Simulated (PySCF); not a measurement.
Molecule: CH7OSi2, charge 0, multiplicity 2. It need not be the lowest isomer of its formula. SMILES: C[SiH2]O[SiH2]
Geometry from a B3LYP-D3(BJ)/def2-TZVP (Ansatz) optimisation:
```xyz
11

C     -2.2952    -0.8448     0.1004
Si    -1.0176     0.4525    -0.2836
O      0.4811    -0.1863    -0.0406
Si     2.0840     0.0783     0.1734
H     -2.1664    -1.7193    -0.5401
H     -2.2218    -1.1692     1.1400
H     -3.3011    -0.4498    -0.0621
H     -1.1244     0.8938    -1.6951
H     -1.1865     1.6357     0.5960
H      2.7021    -1.1991     0.6217
H      2.2902     1.1366     1.2045
```
Charge 0, spin multiplicity 2.

Dispersion corrections to the total energy (kcal/mol) from the dftd3 and dftd4 libraries through PySCF: D3(BJ) without and D4 with the three-body term, each with the damping fitted for the functional named.

```
functional  D3(BJ)      D4
----------  ------  ------
HSE06        -3.73   -4.17
B2GP-PLYP    -4.13   -2.24
r2SCAN       -1.49   -1.30
B3LYP        -9.29     ___
B2PLYP         ___   -3.66
HF          -40.93  -18.15
TPSSh          ___   -6.40
```

Task: Some entries are withheld; supply them.

Result: 
- B3LYP, D4: -8.45
- B2PLYP, D3(BJ): -4.54
- TPSSh, D3(BJ): -6.14
